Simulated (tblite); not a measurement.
Compound: C₇H₇FS.
SMILES with atom numbers: `[CH2:1]=[C:2]([CH3:3])[c:4]1[cH:5][cH:6][c:7]([F:8])[s:9]1` (hydrogens: H10, H11 on C1; H12, H13, H14 on C3; H15 on C5; H16 on C6)

Computed with GFN2-xTB (tblite), gas phase: Langevin dynamics at 200 K from the optimised GFN2-xTB geometry, time step 0.5 fs, friction 0.01 fs⁻¹, 2000 steps.

Start geometry:
```
atom  x, y, z in Å
C1     -1.678    0.417   -1.594
C2     -1.118    0.309   -0.390
C3     -1.888    0.590    0.868
C4      0.266   -0.089   -0.219
C5      0.978   -0.199    0.943
C6      2.313   -0.619    0.764
C7      2.590   -0.824   -0.547
F8      3.754   -1.230   -1.058
S9      1.255   -0.511   -1.596
H10    -2.705    0.712   -1.713
H11    -1.126    0.217   -2.496
H12    -1.430    1.410    1.419
H13    -1.899   -0.288    1.510
H14    -2.912    0.861    0.629
H15     0.568    0.018    1.912
H16     3.023   -0.765    1.556
```

The statistics below take the 31 frames saved every 25 fs from 250 to 1000 fs; their kinetic temperature (all 3N coordinates) averages 203 K.

**Question.** Give the mean, spread and extremes of the bond lengths.

**Answer.** 
```csv
bond,start (Å),mean (Å),standard deviation (Å),shortest (Å),longest (Å)
C1=C2,1.332,1.334,0.017,1.297,1.377
C2–C3,1.501,1.512,0.031,1.458,1.593
C2–C4,1.450,1.446,0.015,1.422,1.476
C4–C5,1.368,1.371,0.020,1.327,1.407
C5–C6,1.411,1.419,0.018,1.387,1.466
C6–C7,1.355,1.357,0.016,1.327,1.389
C7–F8,1.334,1.335,0.018,1.296,1.369
C7–S9,1.727,1.727,0.021,1.677,1.766
C4–S9,1.747,1.749,0.029,1.705,1.834
C1–H10,1.075,1.079,0.020,1.042,1.119
C1–H11,1.077,1.082,0.020,1.045,1.131
C3–H12,1.089,1.093,0.028,1.045,1.155
C3–H13,1.089,1.089,0.015,1.056,1.126
C3–H14,1.086,1.091,0.029,1.037,1.144
C5–H15,1.074,1.081,0.032,1.027,1.148
C6–H16,1.074,1.084,0.039,1.021,1.176
```

**Question.** Give the same statistics for bond angles, one of each kind among heavy atoms.

**Answer.** 
| angle | start (°) | mean (°) | standard deviation (°) | smallest (°) | largest (°) |
| --- | --- | --- | --- | --- | --- |
| C1–C2–C3 | 121.8 | 121.3 | 2.8 | 113.7 | 126.5 |
| C1–C2–C4 | 122.0 | 122.0 | 2.6 | 116.4 | 128.0 |
| C3–C2–C4 | 116.3 | 116.4 | 2.1 | 113.0 | 122.5 |
| C2–C4–C5 | 128.3 | 127.9 | 2.4 | 123.6 | 132.4 |
| C2–C4–S9 | 120.9 | 121.0 | 2.5 | 116.0 | 126.1 |
| C5–C4–S9 | 110.8 | 110.7 | 1.9 | 105.2 | 113.7 |
| C4–C5–C6 | 114.1 | 113.9 | 2.0 | 110.5 | 119.7 |
| C5–C6–C7 | 111.2 | 111.1 | 1.6 | 107.5 | 114.7 |
| C6–C7–F8 | 126.5 | 126.0 | 3.3 | 116.9 | 131.1 |
| C6–C7–S9 | 113.7 | 113.7 | 1.7 | 110.1 | 117.5 |
| F8–C7–S9 | 119.8 | 120.0 | 3.2 | 115.2 | 128.0 |
| C4–S9–C7 | 90.2 | 90.3 | 1.6 | 87.3 | 92.9 |

**Question.** How far does each atom move about its mean position (frames aligned on the start, all atoms weighted alike), and what rms force does it feel?

**Answer.** 
| atom | rms displacement (Å) | rms force (eV/Å) |
| --- | --- | --- |
| C1 | 0.10 | 1.38 |
| C2 | 0.08 | 1.41 |
| C3 | 0.08 | 1.77 |
| C4 | 0.11 | 1.30 |
| C5 | 0.11 | 1.53 |
| C6 | 0.07 | 1.86 |
| C7 | 0.10 | 1.10 |
| F8 | 0.20 | 0.75 |
| S9 | 0.12 | 0.95 |
| H10 | 0.15 | 0.77 |
| H11 | 0.20 | 0.73 |
| H12 | 0.24 | 0.90 |
| H13 | 0.27 | 0.57 |
| H14 | 0.32 | 0.99 |
| H15 | 0.20 | 1.14 |
| H16 | 0.13 | 1.25 |

The displacements run from 0.07 to 0.32 Å, the largest at H14.

**Question.** Follow the torsion C1–C2–C4–C5 through every second one of these frames.

**Answer.** 
```json
{"t (fs)": "250", "C1–C2–C4–C5 (°)": "-176"}
{"t (fs)": "300", "C1–C2–C4–C5 (°)": "-175"}
{"t (fs)": "350", "C1–C2–C4–C5 (°)": "-173"}
{"t (fs)": "400", "C1–C2–C4–C5 (°)": "-178"}
{"t (fs)": "450", "C1–C2–C4–C5 (°)": "-167"}
{"t (fs)": "500", "C1–C2–C4–C5 (°)": "-176"}
{"t (fs)": "550", "C1–C2–C4–C5 (°)": "-172"}
{"t (fs)": "600", "C1–C2–C4–C5 (°)": "171"}
{"t (fs)": "650", "C1–C2–C4–C5 (°)": "173"}
{"t (fs)": "700", "C1–C2–C4–C5 (°)": "175"}
{"t (fs)": "750", "C1–C2–C4–C5 (°)": "179"}
{"t (fs)": "800", "C1–C2–C4–C5 (°)": "178"}
{"t (fs)": "850", "C1–C2–C4–C5 (°)": "-178"}
{"t (fs)": "900", "C1–C2–C4–C5 (°)": "180"}
{"t (fs)": "950", "C1–C2–C4–C5 (°)": "-161"}
{"t (fs)": "1000", "C1–C2–C4–C5 (°)": "-168"}
```

Largest departure from the start value over all these frames: C1–C2–C4–C5 22° (start 178°).

**Question.** How widely does the potential energy scatter, against a harmonic estimate?

**Answer.** Mean 0.36 eV above the start, standard deviation 0.076 eV, range 0.22 to 0.54 eV. For 42 classical harmonic modes at 200 K the canonical values are 42kT/2 = 0.36 eV and kT·√(42/2) = 0.079 eV.

The run is classical and short, so these are rough statistics of one trajectory.

The cost below is that of the whole dynamics run. Time: 15 s wall; peak memory 0.18 GiB. Hardware: one thread of an Arm Neoverse V1, shared host with 32 logical CPUs at a one-minute load of 22.
